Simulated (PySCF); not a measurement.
Compound: zinc dihydride, ZnH2 (singlet state).
SMILES: `[ZnH2]`

Level of theory: PBE0-D3(BJ)/def2-SVP geometry optimisation, gas phase (PySCF 2.14.0).

Take the most abundant isotopes and a rigid rotor. 

**Question.** What are the moment of inertia and the rotational constant?

**Answer.** I = 4.845 u·Å², B = 505379 MHz·u·Å²/I = 104313 MHz (3.4795 cm⁻¹, or 5.006 K as hB/k).

**Question.** List the first levels of a rigid rotor in a Σ state.

**Answer.** E(J) = BJ(J+1): J = 1: 6.959, J = 2: 20.877, J = 3: 41.754, J = 4: 69.590, J = 5: 104.385, J = 6: 146.139 cm⁻¹.

**Question.** Has it a pure rotational spectrum?

**Answer.** Not by electric dipole: D∞h allows no dipole (computed 0.00 D). Rotational Raman lines (ΔJ = 2) lie at B(4J + 6), spaced by 4B = 13.918 cm⁻¹, with nuclear-spin weights that differ between even and odd J.

**Question.** Estimate the classical rotational partition function at 100 K, 200 K and 500 K.

**Answer.** Point group D∞h, symmetry number σ = 2; q = kT/(σhB), k/h = 20836.6 MHz/K: 10.0 at 100 K, 20.0 at 200 K, 49.9 at 500 K.

Whether it is a minimum is left open (no frequencies). No vibrational averaging or centrifugal distortion is included, and the geometry carries the error of its method.

Hardware: an Arm Neoverse V1 with one thread, shared host. Cost: 2.2 s, 0.25 GiB resident at most. That covers the optimisation of the geometry.
